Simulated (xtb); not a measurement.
xtb input (GFN1-xTB):

```bash
xtb mol.xyz --gfn 1 --sp --chrg 1 --uhf 0
```
mol.xyz:
```
2

Si    -0.00000000    -0.00000000    -0.10099473
H      0.00000000     0.00000000     1.41392619
```

End of the output:

```
         :::::::::::::::::::::::::::::::::::::::::::::::::::::
         ::                     SUMMARY                     ::
         :::::::::::::::::::::::::::::::::::::::::::::::::::::
         :: total energy              -1.806726913428 Eh    ::
         :: gradient norm              0.006261488698 Eh/a0 ::
         :: HOMO-LUMO gap              2.920799540703 eV    ::
         ::.................................................::
         :: SCC energy                -1.812511523253 Eh    ::
         :: -> electrostatic           0.126705118106 Eh    ::
         :: repulsion energy           0.005941455182 Eh    ::
         :: dispersion energy         -0.000156845356 Eh    ::
         :: halogen bond corr.         0.000000000000 Eh    ::
         :: add. restraining           0.000000000000 Eh    ::
         :: total charge               1.000000000000 e     ::
         :::::::::::::::::::::::::::::::::::::::::::::::::::::

           -------------------------------------------------
          |                Property Printout                |
           -------------------------------------------------

    * Orbital Energies and Occupations

         #    Occupation            Energy/Eh            Energy/eV
      -------------------------------------------------------------
         1        2.0000           -0.9155819             -24.9143
         2        2.0000           -0.6916331             -18.8203 (HOMO)
         3                         -0.5842957             -15.8995 (LUMO)
         4                         -0.5842957             -15.8995
         5                         -0.5126824             -13.9508
         6                         -0.4627898             -12.5932
         7                         -0.4627898             -12.5932
         8                         -0.4627898             -12.5932
         9                         -0.4627898             -12.5932
        10                         -0.2693743              -7.3300
        11                          0.5888834              16.0243
      -------------------------------------------------------------
                  HL-Gap            0.1073374 Eh            2.9208 eV
             Fermi-level           -0.6379644 Eh          -17.3599 eV

  Mulliken/CM5 charges         n(s)   n(p)   n(d)
     1Si    0.94851  0.87466   1.920  0.949  0.182
     2H     0.05149  0.12534   0.949  0.000  0.000

Wiberg/Mayer (AO) data.
largest (>0.10) Wiberg bond orders for each atom

 ---------------------------------------------------------------------------
     #   Z sym  total        # sym  WBO       # sym  WBO       # sym  WBO
 ---------------------------------------------------------------------------
     1  14 Si   1.000 --     2 H    1.000
     2   1 H    1.000 --     1 Si   1.000
 ---------------------------------------------------------------------------

Topologies differ in total number of bonds
Writing topology from bond orders to xtbtopo.mol

 dipole moment from electron density (au)
Note: The following floating-point exceptions are signalling: IEEE_DENORMAL
normal termination of xtb
     X       Y       Z
   0.0000  -0.0000  -0.4460  total (Debye):    1.134

           -------------------------------------------------
          | TOTAL ENERGY               -1.806726913428 Eh   |
          | GRADIENT NORM               0.006261488698 Eh/α |
          | HOMO-LUMO GAP               2.920799540703 eV   |
           -------------------------------------------------

------------------------------------------------------------------------
------------------------------------------------------------------------
 total:
 SCF:
```
